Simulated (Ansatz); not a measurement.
Born–Oppenheimer molecular dynamics of a periodic cell of 17 atoms, H$_{10}$CO$_{6}$ (contents 4 H2O + 1 HCOOH, density as packed 0.82 g/cm³ with natural masses). It goes on from the last frame of an earlier run, with new velocities.

Theory: DFT PBE-D3(BJ), scalar-relativistic, plane waves, PAW (Ansatz). Settings: cutoff 420 eV, k mesh 1x1x1, fermi-dirac smearing 0.02 eV, no spin polarisation.

| Quantity | Value |
| --- | --- |
| ensemble | NVT, Langevin thermostat |
| time step | 0.5 fs |
| steps asked | 200 |
| set temperature | 250 K |
| friction | 1 /fs |
| seed | 857533 |

Frames 2.5 fs apart, positions in Å, forces in eV/Å.

Velocities at 65.0 fs (Å/ps):

```
O 2.35 0.92 -7.99
H -16.75 3.06 0.53
H 2.18 -36.76 3.94
O -0.61 2.22 -0.42
H -3.31 -3.26 0.50
H -32.59 -10.65 14.92
O 4.50 4.29 -1.71
H -34.99 2.28 10.54
H 16.28 -18.57 0.21
O -1.22 -2.00 2.92
H -33.08 1.54 -6.49
H -1.86 -29.38 10.52
O -2.80 -0.37 -4.56
C -4.36 0.00 -2.12
O 2.59 4.00 -2.91
H 8.51 25.68 -2.86
H 6.08 21.50 -26.17
```

```xyz
17
Lattice="6.1963 0.0000 0.0000 0.0000 6.1963 0.0000 0.0000 0.0000 6.1963" Properties=species:S:1:pos:R:3:forces:R:3 time_fs=65.0 energy_less_start_eV=-0.004 T=294
O 2.292 1.435 1.060 1.84 -0.39 -0.12
H 1.554 1.459 0.420 -0.92 0.09 -0.27
H 3.034 0.983 0.569 -0.72 0.51 0.47
O 2.342 6.515 3.444 0.17 0.67 -0.34
H 2.396 7.018 2.558 -0.26 -0.45 0.44
H 1.650 5.858 3.291 -0.34 -0.48 -0.05
O 6.521 1.620 5.399 -0.54 -1.86 -0.67
H 7.220 1.180 4.841 -0.41 0.43 0.05
H 5.734 0.917 5.283 1.03 1.47 0.27
O 4.443 6.077 5.012 -0.10 0.23 0.31
H 4.998 5.349 4.709 0.20 -0.40 -0.23
H 3.754 6.182 4.297 -0.01 0.14 0.16
O 5.179 2.782 2.185 -0.60 -0.37 -0.05
C 6.176 3.341 2.841 0.03 1.92 0.81
O 6.143 4.541 3.170 0.42 -1.09 -0.11
H 4.436 3.446 2.156 0.55 -0.37 -0.19
H 7.016 2.674 3.127 -0.34 -0.04 -0.48
17
Lattice="6.1963 0.0000 0.0000 0.0000 6.1963 0.0000 0.0000 0.0000 6.1963" Properties=species:S:1:pos:R:3:forces:R:3 time_fs=67.5 energy_less_start_eV=0.051 T=216
O 2.291 1.438 1.050 1.15 -0.29 -0.17
H 1.542 1.436 0.405 -0.43 0.10 -0.04
H 3.029 0.963 0.591 -0.53 0.41 0.23
O 2.332 6.526 3.444 -1.14 -1.00 0.10
H 2.354 6.995 2.571 0.01 0.20 -0.37
H 1.628 5.834 3.269 0.69 0.48 0.36
O 6.530 1.624 5.386 -0.21 -1.38 -0.49
H 7.186 1.182 4.801 0.39 0.43 -0.23
H 5.807 0.913 5.268 -0.07 1.06 0.43
O 4.454 6.079 5.012 -0.66 0.63 0.38
H 4.985 5.355 4.709 0.87 -1.13 -0.34
H 3.765 6.132 4.297 -0.16 0.44 0.18
O 5.185 2.790 2.182 -1.43 -0.12 -0.28
C 6.173 3.337 2.842 -1.05 3.35 0.47
O 6.144 4.541 3.170 0.41 -1.12 -0.10
H 4.430 3.469 2.143 1.11 -0.84 -0.14
H 6.981 2.712 3.111 1.06 -1.20 0.00
17
Lattice="6.1963 0.0000 0.0000 0.0000 6.1963 0.0000 0.0000 0.0000 6.1963" Properties=species:S:1:pos:R:3:forces:R:3 time_fs=70.0 energy_less_start_eV=0.076 T=220
O 2.295 1.431 1.046 1.29 -0.33 -0.07
H 1.541 1.442 0.411 -0.43 0.04 -0.19
H 3.036 0.941 0.598 -0.72 0.50 0.25
O 2.329 6.542 3.443 -1.56 -0.72 -0.97
H 2.309 7.025 2.543 0.20 -0.19 0.50
H 1.618 5.849 3.246 0.96 0.62 0.58
O 6.525 1.616 5.375 1.16 -0.58 -0.53
H 7.195 1.174 4.791 0.22 0.63 -0.03
H 5.851 0.911 5.276 -1.16 0.11 0.33
O 4.467 6.074 5.012 1.03 -0.36 1.18
H 5.024 5.348 4.685 0.08 -0.20 -0.06
H 3.807 6.166 4.324 -1.15 0.40 -0.95
O 5.188 2.806 2.184 0.16 -1.78 -0.35
C 6.174 3.337 2.849 -0.74 2.74 0.55
O 6.143 4.533 3.179 0.53 -0.64 0.04
H 4.516 3.484 2.133 -0.99 0.82 -0.36
H 6.958 2.681 3.118 1.13 -1.07 0.08
17
Lattice="6.1963 0.0000 0.0000 0.0000 6.1963 0.0000 0.0000 0.0000 6.1963" Properties=species:S:1:pos:R:3:forces:R:3 time_fs=72.5 energy_less_start_eV=0.120 T=257
O 2.292 1.431 1.039 0.58 0.40 1.02
H 1.545 1.413 0.417 -0.79 0.05 -0.56
H 3.032 0.974 0.630 0.39 -0.23 -0.50
O 2.324 6.549 3.439 -1.94 -1.25 -0.70
H 2.326 7.012 2.541 0.10 0.03 0.20
H 1.582 5.861 3.249 1.42 0.94 0.63
O 6.519 1.616 5.372 1.83 -0.97 -1.03
H 7.198 1.149 4.777 -0.29 1.09 0.50
H 5.849 0.910 5.263 -1.33 0.06 0.36
O 4.470 6.079 5.013 1.29 -1.55 -0.41
H 5.086 5.344 4.653 -1.36 1.30 0.49
H 3.786 6.201 4.304 -0.01 0.01 0.06
O 5.198 2.805 2.185 -1.20 -0.32 -0.64
C 6.171 3.349 2.855 0.53 1.00 0.97
O 6.142 4.540 3.173 0.59 -0.21 0.10
H 4.532 3.538 2.081 0.18 -0.52 -0.22
H 6.953 2.630 3.162 -0.01 0.16 -0.28
17
Lattice="6.1963 0.0000 0.0000 0.0000 6.1963 0.0000 0.0000 0.0000 6.1963" Properties=species:S:1:pos:R:3:forces:R:3 time_fs=75.0 energy_less_start_eV=0.099 T=203
O 2.287 1.432 1.055 -0.09 0.50 0.75
H 1.558 1.400 0.398 -0.70 0.15 -0.21
H 3.037 1.033 0.624 0.89 -0.42 -0.56
O 2.323 6.557 3.450 -1.20 -0.59 -0.49
H 2.322 7.019 2.554 0.17 0.08 0.09
H 1.611 5.880 3.264 0.68 0.25 0.49
O 6.514 1.607 5.370 1.71 -1.22 -1.14
H 7.213 1.168 4.752 -1.02 0.95 0.85
H 5.792 0.922 5.298 -0.41 0.39 0.12
O 4.472 6.082 5.018 0.38 -1.14 -1.08
H 5.097 5.371 4.651 -1.16 1.03 0.40
H 3.779 6.212 4.278 0.66 -0.10 0.85
O 5.209 2.810 2.189 -1.52 0.35 -0.67
C 6.176 3.365 2.863 1.30 -0.16 1.27
O 6.133 4.552 3.180 0.66 -0.05 0.13
H 4.548 3.574 2.080 0.54 -1.09 -0.17
H 6.985 2.608 3.193 -0.90 1.06 -0.64
17
Lattice="6.1963 0.0000 0.0000 0.0000 6.1963 0.0000 0.0000 0.0000 6.1963" Properties=species:S:1:pos:R:3:forces:R:3 time_fs=77.5 energy_less_start_eV=0.077 T=191
O 2.295 1.430 1.061 -0.10 0.15 -0.24
H 1.551 1.378 0.392 -0.15 0.22 0.36
H 3.054 1.045 0.601 0.31 -0.10 -0.13
O 2.337 6.560 3.454 -1.39 -0.72 -0.55
H 2.335 7.050 2.567 0.09 -0.22 0.20
H 1.634 5.861 3.272 0.92 0.64 0.41
O 6.522 1.598 5.367 1.35 -0.60 -0.61
H 7.200 1.181 4.753 -0.42 0.55 0.35
H 5.792 0.938 5.282 -0.63 0.13 0.14
O 4.466 6.077 5.023 0.51 -0.34 0.42
H 5.078 5.390 4.691 -0.27 0.02 -0.06
H 3.799 6.187 4.310 -0.32 0.14 -0.19
O 5.204 2.809 2.180 -0.71 0.58 -0.35
C 6.178 3.366 2.865 1.58 -1.24 1.31
O 6.128 4.544 3.183 0.65 0.36 0.18
H 4.627 3.625 2.084 -0.21 -0.91 -0.42
H 6.998 2.598 3.218 -1.22 1.33 -0.83
17
Lattice="6.1963 0.0000 0.0000 0.0000 6.1963 0.0000 0.0000 0.0000 6.1963" Properties=species:S:1:pos:R:3:forces:R:3 time_fs=80.0 energy_less_start_eV=0.111 T=183
O 2.298 1.436 1.056 0.30 0.76 1.50
H 1.560 1.337 0.448 -1.15 0.06 -0.87
H 3.065 1.054 0.648 0.93 -0.50 -0.66
O 2.339 6.559 3.445 -1.25 -0.18 -0.80
H 2.289 7.086 2.558 0.20 -0.64 0.61
H 1.633 5.867 3.301 0.73 0.48 0.23
O 6.520 1.589 5.364 0.88 0.20 0.15
H 7.186 1.205 4.761 0.28 0.04 -0.24
H 5.793 0.942 5.287 -0.89 -0.18 0.01
O 4.463 6.080 5.017 0.39 -0.05 0.87
H 5.040 5.375 4.700 0.18 -0.38 -0.18
H 3.797 6.178 4.316 -0.66 0.28 -0.49
O 5.207 2.812 2.177 -0.45 0.53 -0.24
C 6.183 3.367 2.873 0.81 -1.30 1.09
O 6.124 4.543 3.180 0.73 0.73 0.28
H 4.650 3.637 2.098 -0.43 -0.76 -0.55
H 6.948 2.608 3.256 -0.58 0.92 -0.69
17
Lattice="6.1963 0.0000 0.0000 0.0000 6.1963 0.0000 0.0000 0.0000 6.1963" Properties=species:S:1:pos:R:3:forces:R:3 time_fs=82.5 energy_less_start_eV=0.089 T=347
O 2.299 1.435 1.060 0.86 0.22 0.58
H 1.527 1.310 0.473 -0.31 0.10 -0.56
H 3.103 1.064 0.644 -0.48 0.04 -0.16
O 2.335 6.556 3.434 -0.61 -0.71 1.18
H 2.287 7.052 2.596 0.05 0.30 -1.06
H 1.627 5.879 3.357 0.26 0.02 -0.04
O 6.514 1.590 5.372 1.67 0.08 -0.31
H 7.201 1.193 4.766 -0.39 0.38 0.31
H 5.794 0.943 5.316 -1.03 -0.41 -0.11
O 4.457 6.081 5.020 0.80 -1.00 0.09
H 5.037 5.327 4.728 -0.57 0.66 0.21
H 3.825 6.182 4.274 -0.34 0.22 -0.04
O 5.208 2.810 2.177 -1.06 0.34 -0.40
C 6.175 3.350 2.871 0.05 0.90 0.85
O 6.114 4.541 3.182 0.76 -0.16 0.17
H 4.617 3.620 2.143 -0.24 -0.83 -0.61
H 6.915 2.634 3.213 0.58 -0.15 -0.09
17
Lattice="6.1963 0.0000 0.0000 0.0000 6.1963 0.0000 0.0000 0.0000 6.1963" Properties=species:S:1:pos:R:3:forces:R:3 time_fs=85.0 energy_less_start_eV=0.178 T=280
O 2.306 1.442 1.059 2.77 -0.16 0.64
H 1.540 1.326 0.498 -1.02 -0.09 -1.21
H 3.136 1.066 0.616 -1.65 0.55 0.40
O 2.334 6.536 3.422 -0.10 -0.42 1.49
H 2.314 7.010 2.577 -0.01 0.47 -1.32
H 1.630 5.873 3.361 -0.18 -0.41 -0.11
O 6.517 1.586 5.368 0.78 -0.98 -0.68
H 7.198 1.196 4.741 -0.47 0.49 0.57
H 5.784 0.903 5.288 -0.12 0.56 0.06
O 4.450 6.074 5.021 0.08 -0.56 -0.59
H 5.035 5.364 4.678 -0.08 0.07 0.25
H 3.824 6.171 4.245 -0.09 0.35 0.60
O 5.202 2.805 2.169 0.05 -0.30 0.18
C 6.189 3.328 2.885 -1.05 1.95 0.36
O 6.105 4.541 3.181 1.09 -1.38 0.12
H 4.603 3.584 2.179 -0.56 -0.15 -0.65
H 6.917 2.596 3.224 0.54 0.00 -0.09
17
Lattice="6.1963 0.0000 0.0000 0.0000 6.1963 0.0000 0.0000 0.0000 6.1963" Properties=species:S:1:pos:R:3:forces:R:3 time_fs=87.5 energy_less_start_eV=0.204 T=234
O 2.309 1.436 1.052 0.29 0.02 0.08
H 1.507 1.293 0.469 0.46 0.20 -0.12
H 3.116 1.064 0.629 -0.67 0.11 -0.13
O 2.326 6.526 3.426 -0.41 -0.41 0.95
H 2.328 7.019 2.575 -0.11 0.07 -0.85
H 1.629 5.839 3.348 0.21 0.03 -0.14
O 6.507 1.583 5.366 0.87 -1.35 -1.04
H 7.174 1.207 4.705 -0.35 0.67 0.75
H 5.800 0.872 5.242 -0.31 0.74 0.34
O 4.447 6.071 5.024 0.76 -1.60 -1.81
H 5.057 5.345 4.627 -1.10 1.22 0.87
H 3.820 6.197 4.226 0.27 0.18 1.15
O 5.206 2.809 2.169 0.14 -0.51 0.29
C 6.200 3.327 2.886 -1.59 2.40 -0.09
O 6.109 4.546 3.173 1.26 -1.67 0.26
H 4.571 3.558 2.180 -0.33 -0.10 -0.53
H 6.941 2.591 3.178 0.61 0.00 0.01
17
Lattice="6.1963 0.0000 0.0000 0.0000 6.1963 0.0000 0.0000 0.0000 6.1963" Properties=species:S:1:pos:R:3:forces:R:3 time_fs=90.0 energy_less_start_eV=0.203 T=262
O 2.308 1.427 1.054 1.34 -0.09 0.02
H 1.504 1.308 0.479 0.34 0.07 -0.43
H 3.149 1.055 0.640 -1.64 0.42 0.18
O 2.322 6.532 3.416 0.34 0.64 0.68
H 2.303 7.082 2.585 -0.01 -0.28 -0.47
H 1.634 5.874 3.309 -0.57 -0.74 -0.20
O 6.500 1.571 5.367 0.49 -1.33 -0.72
H 7.170 1.198 4.712 -0.49 0.45 0.68
H 5.763 0.864 5.299 0.26 0.95 0.06
O 4.443 6.062 5.035 0.64 -1.17 -1.15
H 5.048 5.348 4.667 -0.61 0.67 0.60
H 3.859 6.192 4.225 -0.13 0.29 0.79
O 5.197 2.814 2.173 0.00 -0.98 0.11
C 6.194 3.317 2.882 -1.27 3.15 0.12
O 6.111 4.543 3.175 1.19 -2.04 0.21
H 4.534 3.538 2.172 -0.11 -0.03 -0.37
H 6.979 2.610 3.154 0.23 0.02 -0.10
17
Lattice="6.1963 0.0000 0.0000 0.0000 6.1963 0.0000 0.0000 0.0000 6.1963" Properties=species:S:1:pos:R:3:forces:R:3 time_fs=92.5 energy_less_start_eV=0.175 T=229
O 2.305 1.419 1.053 0.33 0.20 0.11
H 1.479 1.300 0.483 0.78 0.14 -0.18
H 3.129 1.045 0.655 -1.03 0.13 -0.19
O 2.307 6.542 3.416 -0.48 0.08 0.09
H 2.325 7.120 2.582 -0.14 -0.72 0.04
H 1.591 5.880 3.265 0.38 0.22 -0.04
O 6.507 1.578 5.364 -0.81 -1.06 0.50
H 7.179 1.225 4.757 0.34 -0.18 -0.35
H 5.769 0.849 5.342 0.68 1.27 -0.19
O 4.443 6.072 5.047 0.98 -1.31 -0.34
H 4.993 5.337 4.659 -0.14 0.45 0.67
H 3.858 6.180 4.271 -0.92 0.68 -0.08
O 5.190 2.815 2.178 -0.03 -0.89 0.08
C 6.185 3.327 2.885 -0.69 2.44 0.07
O 6.115 4.546 3.177 1.03 -1.74 0.25
H 4.533 3.543 2.140 -0.13 -0.03 -0.31
H 6.990 2.607 3.132 -0.16 0.33 -0.15
```

Of the whole run (100 fs, mean temperature of the second half 250 K): A run of 0.1 ps of so small a system gives no equilibrium averages. The friction is so strong that the motion is overdamped, so the time scale means little. Limits of this set-up: coarse k mesh.

Time of the run: 4.2 min on 1 thread of Arm Neoverse V1, on a shared host, peak memory 0.38 GiB.
